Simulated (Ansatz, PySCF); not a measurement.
CH7FSi2, SMILES F[SiH2]C[SiH3].

Geometry optimised at PBE-D3(BJ)/def2-SVP. The values are those of a single conformer.

Vertical ionisation energy (IE) and electron affinity (EA) in eV. Rows of orbital energies are one-electron estimates. Where ΔSCF, EOM or ADC give a negative EA the extra electron is unbound and the value depends on the basis.

```json
[
 {"level": "−ε(HOMO), −ε(LUMO), B3LYP/def2-TZVP (PySCF)", "IE": "8.67", "EA": "0.13"},
 {"level": "−ε(HOMO), −ε(LUMO), PBE/def2-TZVP (PySCF)", "IE": "7.60", "EA": "0.79"},
 {"level": "ΔSCF, CAM-B3LYP/def2-SVPD (Ansatz), final states of multiplicity 2 and 2", "IE": "11.09", "EA": "-1.51"},
 {"level": "ΔSCF, PBE/def2-SVPD (Ansatz), final states of multiplicity 2 and 2", "IE": "10.50", "EA": "-1.16"}
]
```

Task: What vertical singlet–triplet gap does ΔSCF give with CAM-B3LYP/def2-SVPD (Ansatz, an electronic-structure program) and with PBE/def2-SVPD (Ansatz)? (The exact figures need the calculation; the answer reports its results.)

Result: 7.57 and 6.71 eV (triplet above singlet where positive).
